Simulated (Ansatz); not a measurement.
Si₂S₂. Total charge 0; singlet. Geometry PBE0-D4/def2-TZVP.

Cartesian coordinates in Å:
```
Si -1.254 0.369 -0.549
Si 1.240 -0.653 0.214
S -0.719 -0.930 1.105
S 0.732 1.213 -0.770
```

B3LYP takes the VWN-RPA correlation. The structure comes from a short search, and lower isomers may exist.

Q: Estimate the orbital energies around the gap (eV) in Ansatz with PBE-D4/def2-TZVPD, revPBE-D4/def2-TZVP, r2SCAN-D4/def2-TZVPD, B3LYP-D4/6-31G, ωB97X-V/def2-TZVP.

A: 
| orbital | PBE-D4/def2-TZVPD | revPBE-D4/def2-TZVP | r2SCAN-D4/def2-TZVPD | B3LYP-D4/6-31G | ωB97X-V/def2-TZVP |
| --- | --- | --- | --- | --- | --- |
| HOMO−13 | -95.45 | -95.35 | -97.70 | -101.07 | -103.05 |
| HOMO−12 | -95.45 | -95.35 | -97.70 | -101.07 | -103.05 |
| HOMO−11 | -95.37 | -95.27 | -97.63 | -101.00 | -102.97 |
| HOMO−10 | -95.37 | -95.27 | -97.63 | -101.00 | -102.97 |
| HOMO−9 | -19.17 | -19.08 | -20.05 | -22.57 | -24.55 |
| HOMO−8 | -17.48 | -17.40 | -18.27 | -20.21 | -22.56 |
| HOMO−7 | -12.16 | -12.06 | -12.61 | -14.39 | -16.49 |
| HOMO−6 | -11.21 | -11.12 | -11.61 | -12.63 | -15.28 |
| HOMO−5 | -9.17 | -9.09 | -9.57 | -10.70 | -12.75 |
| HOMO−4 | -8.40 | -8.32 | -8.75 | -9.75 | -12.06 |
| HOMO−3 | -7.75 | -7.67 | -8.07 | -8.77 | -11.05 |
| HOMO−2 | -7.28 | -7.19 | -7.51 | -8.35 | -10.52 |
| HOMO−1 | -6.54 | -6.46 | -6.82 | -7.69 | -9.83 |
| HOMO | -5.54 | -5.47 | -5.70 | -6.54 | -8.50 |
| LUMO | -3.61 | -3.51 | -3.56 | -3.49 | -0.80 |
| LUMO+1 | -3.21 | -3.09 | -3.13 | -3.00 | -0.39 |
| LUMO+2 | -1.66 | -1.46 | -1.39 | -1.07 | 1.25 |
| LUMO+3 | -1.38 | -1.13 | -1.03 | -0.87 | 1.59 |
| LUMO+4 | -0.36 | 0.15 | 0.13 | 0.41 | 3.01 |
| LUMO+5 | -0.04 | 0.22 | 0.26 | 0.85 | 3.01 |
